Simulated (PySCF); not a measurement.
Species: C5H9F3N (doublet state).
Z-matrix (Å and degrees, GFN2-xTB geometry), rows numbered from 1:
```
C 
N   1  1.4001
C   2  1.4096  1  121.47
C   3  1.5394  2  107.84  1  -143.35
C   3  1.5480  2  108.52  1    97.99
C   3  1.5466  2  116.24  1   -22.57
F   6  1.3432  3  112.69  2   -55.95
F   6  1.3439  3  111.61  2  -175.27
F   6  1.3449  3  113.91  2    65.17
H   1  1.1008  2  112.58  3   -54.90
H   1  1.1009  2  112.49  3    63.87
H   1  1.0896  2  107.87  3  -175.82
H   4  1.0874  3  109.86  2    69.14
H   4  1.0850  3  108.39  2   -49.39
H   4  1.0866  3  110.73  2  -169.94
H   5  1.0878  3  110.03  2   -64.03
H   5  1.0852  3  108.71  2    55.28
H   5  1.0872  3  109.87  2   175.40
```

The hyperfine couplings belong to this conformer and change with its torsions.

Identity: `C[N]C(C)(C)C(F)(F)F` [radical].

Method: PySCF, UKS B3LYP, pcH-1 on C F H N, non-relativistic, mean-field spin-orbit, GIAO. The structure is a single GFN2-xTB conformer in the gas phase; no vibrational or solvent corrections. Couplings are sensitive to structure, and on GFN2-xTB geometries they can be far from those on DFT ones.

Count the α and β electrons and give S(S+1).

73 electrons with 2S = 1: 37 α and 36 β; S(S+1) = 0.75.

Mulliken spin populations, one withheld:

| atom | bound to | population |
| --- | --- | --- |
| C1 | N2, H10, H11, H12 | -0.0735 |
| N2 | C1, C3 | ? |
| C3 | N2, C4, C5, C6 | -0.0535 |
| C4 | C3, H13, H14, H15 | +0.0209 |
| C5 | C3, H16, H17, H18 | +0.0585 |
| C6 | C3, F7, F8, F9 | +0.0070 |
| F7 | C6 | +0.0001 |
| F8 | C6 | +0.0003 |
| F9 | C6 | -0.0003 |
| H10 | C1 | +0.0683 |
| H11 | C1 | +0.0644 |
| H12 | C1 | +0.0002 |
| H13 | C4 | +0.0016 |
| H14 | C4 | -0.0022 |
| H15 | C4 | +0.0042 |
| H16 | C5 | -0.0022 |
| H17 | C5 | -0.0023 |
| H18 | C5 | +0.0131 |

What does N2 hold?

1 − (0.1046) gives +0.895, since all populations sum to 2S.

How is the spin shared among the elements?

Nitrogen +0.90, hydrogen +0.15, fluorine 0.00, carbon -0.04. The positive populations sum to 1.13, the negative ones to -0.13.

The run gives ⟨S²⟩ = 0.7537. What does that say of the overlap of α and β orbitals, and of the weight of higher spin?

For a single determinant ⟨S²⟩ = S(S+1) + Nβ − Σ|⟨iα|jβ⟩|², so the squared overlaps of occupied orbitals sum to 36 − 0.0037 = 35.9963. If the quartet state (S + 1) were the only admixture, its weight would be 0.0037/(2S + 2) = 0.12 %. For Kohn–Sham this describes the determinant of the orbitals, not the true wave function.

What Fermi-contact NMR shifts do the couplings of C1, N2, C3, C4/C5, C6, F7/F8/F9, H13 (×6) imply at 250 K (Curie law, g = gₑ)?

δ = a_FC·h·gₑ μB S(S+1)/(3 g_N μN kT), with k/h = 20836.6 MHz/K:

| nuclei | isotope | a_FC (MHz) | g_N | contact shift (ppm) |
| --- | --- | --- | --- | --- |
| C1 | 13C | -33.93 | 1.4048 | -4262 |
| N2 | 14N | 34.61 | 0.4038 | +15125 |
| C3 | 13C | -30.14 | 1.4048 | -3786 |
| C4/C5 | 13C | 43.10 | 1.4048 | +5413 |
| C6 | 13C | 7.67 | 1.4048 | +963 |
| F7/F8/F9 | 19F | 2.36 | 5.2577 | +79 |
| H13 (×6) | 1H | 3.21 | 5.5857 | +101 |

The shifts go as 1/T: at 300 K they are 0.833 times these. Entries for several nuclei are means.

Class means assume fast exchange of nuclei equivalent by connectivity; if that motion is slow, each nucleus keeps its own coupling. The six 1H nuclei of mean +3.2 MHz run from -5.1 to 23.3 MHz in the frozen geometry. The three 19F nuclei of mean +2.4 MHz run from -0.6 to 6.1 MHz in the frozen geometry. The 13C value of +43.1 MHz is a mean of couplings from 25.2 to 61.0 MHz in this one geometry, not an average over conformers.

The run took 1.9 min (with the writing of density and orbital grids) on Arm Neoverse V2, one thread, shared host, and the process peaked at 1.1 GiB of memory.
